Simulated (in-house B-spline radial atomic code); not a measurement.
Results of a calculation; reference values are marked as such.
# Softness against transferability: the 4s channel of Ru

Ru, [Kr] 4d7 5s1, non-relativistic LDA (VWN5), spherical and spin-unpolarised, from a B-spline radial code for spherical atoms (atomic units). The all-electron 4s level is ε = -2.628363 hartree, its outermost node lies just inside 0.51 bohr and its outer maximum at 0.94 bohr.

Troullier-Martins pseudo-orbitals are made for several radii. The cutoffs (hartree) are the plane-wave energies beyond which the orbital holds less than the named kinetic energy per electron. The phase error is the difference, pseudo minus all-electron, of arctan(R P'/P) at R = 1.62 bohr for all radii, half a hartree below and above the level.

```
r_c (bohr)  V_l(0) (hartree)  cutoff for 10 mEh  for 1 mEh  for 0.1 mEh  phase error at ε − 0.5 (mrad)  at ε + 0.5 (mrad)
      0.71            -45.58                194        341        > 450                          -17.4               -4.2
      0.82            -11.72               85.5        169          294                           -5.6               -1.0
      0.94              4.67               42.7       82.9          138                           -3.2               -0.5
      1.06              6.67               41.6       59.2          104                           -3.0               -0.5
      1.19              3.42               37.3       53.3         91.4                           -4.8               -0.8
      1.32              0.54               29.8       44.9         76.4                          -10.1               -1.6
```

(1) Which radius needs the lowest cutoff for 1 mEh while both phase errors stay within 5.7 mrad?

(2) What does the larger radius buy, and what does it cost?

## Answers

(1) The radii within that limit are 0.82, 0.94, 1.06, 1.19 bohr; of these r_c = 1.19 needs the least, 53.3 hartree, that is 107 Ry or 1450 eV.

(2) From r_c = 0.71 to 1.32 bohr the cutoff for 1 mEh goes from 341 to 44.9 hartree, a factor of 7.59, against 3.46 for a pure 1/r_c² scaling, end to end; step by step it is 341, 169, 82.9, 59.2, 53.3, 44.9, and for 0.1 mEh > 450, 294, 138, 104, 91.4, 76.4; the number of plane waves goes as the cutoff to the power 3/2, here a factor of 20.9. The larger of the two phase errors is least at r_c = 1.06 bohr, 3.0 mrad; it is 17.4 at the smallest radius and 10.1 at the largest. These errors test the reference atom alone. The smallest radius lies well inside the outer maximum, where the nodeless form must bend sharply to keep the norm, so it is both harder and scatters less well than the next. Large radii also let the cores of neighbours overlap, which an atom doesn't show.
